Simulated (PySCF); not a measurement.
Molfile (atoms numbered from 1):
```
C5H6O2Si
     RDKit          3D

 14 14  0  0  0  0  0  0  0  0999 V2000
    2.3372    0.0839    0.1388 C   0  0  0  0  0  0  0  0  0  0  0  0
    0.6078   -0.5779   -0.2370 Si  0  0  0  0  0  4  0  0  0  0  0  0
   -0.5735    0.6081   -1.2111 C   0  0  0  0  0  0  0  0  0  0  0  0
   -0.2916    1.3808   -2.0987 O   0  0  0  0  0  0  0  0  0  0  0  0
   -1.9102    0.4648   -0.6097 C   0  0  0  0  0  0  0  0  0  0  0  0
   -1.9635   -0.0901    0.6091 C   0  0  0  0  0  0  0  0  0  0  0  0
   -0.6801   -0.4959    1.2070 C   0  0  0  0  0  0  0  0  0  0  0  0
   -0.4900   -0.6659    2.3899 O   0  0  0  0  0  0  0  0  0  0  0  0
    2.2923    1.0288    0.6769 H   0  0  0  0  0  0  0  0  0  0  0  0
    2.8952    0.2494   -0.7790 H   0  0  0  0  0  0  0  0  0  0  0  0
    2.8976   -0.6187    0.7494 H   0  0  0  0  0  0  0  0  0  0  0  0
    0.5389   -1.9047   -0.8531 H   0  0  0  0  0  0  0  0  0  0  0  0
   -2.7800    0.7943   -1.1596 H   0  0  0  0  0  0  0  0  0  0  0  0
   -2.8809   -0.2573    1.1549 H   0  0  0  0  0  0  0  0  0  0  0  0
  1  2  1  0
  2  3  1  0
  3  4  2  0
  3  5  1  0
  5  6  2  0
  6  7  1  0
  7  8  2  0
  7  2  1  0
  1  9  1  0
  1 10  1  0
  1 11  1  0
  2 12  1  0
  5 13  1  0
  6 14  1  0
M  END
```

Level of theory: shieldings: GIAO PBE0/pcSseg-1, GFN2-xTB geometry, in PySCF (single conformer, no solvent model, relativity neglected, equivalent nuclei averaged).

Task: List the cross peaks expected in HSQC, COSY and HMBC spectra.

Result: 

HSQC (one-bond C–H):
```csv
δH,δC
7.09 (H13/H14),151.9 (C5/C6)
0.45 (H9/H10/H11),-10.1 (C1)
```

COSY cross peaks (H two or three bonds apart, from the bond graph; peaks can be absent where the dihedral angle is near 90°):
```csv
δH,δH
4.55 (H12),0.45 (H9/H10/H11)
```

HMBC (two and three bonds, from the bond graph):
```csv
δH,δC
7.09 (H13/H14),"244.8 (C3/C7), 151.9 (C5/C6)"
4.55 (H12),"244.8 (C3/C7), 151.9 (C5/C6), -10.1 (C1)"
0.45 (H9/H10/H11),244.8 (C3/C7)
```

δ = σ(ref) − σ, references computed at the same level: ¹H (σref 31.72), ¹³C (σref 186.93) against TMS.

Shifts are as computed. Against solution values, carbons near 30 ppm lie about +3 ppm off and those near 130 ppm about +5 ppm. Of 1211 compounds with measured shifts, 218 miss one by over three times the rms of a fit or turn the order of signals round; such compounds aren't used in these exercises.
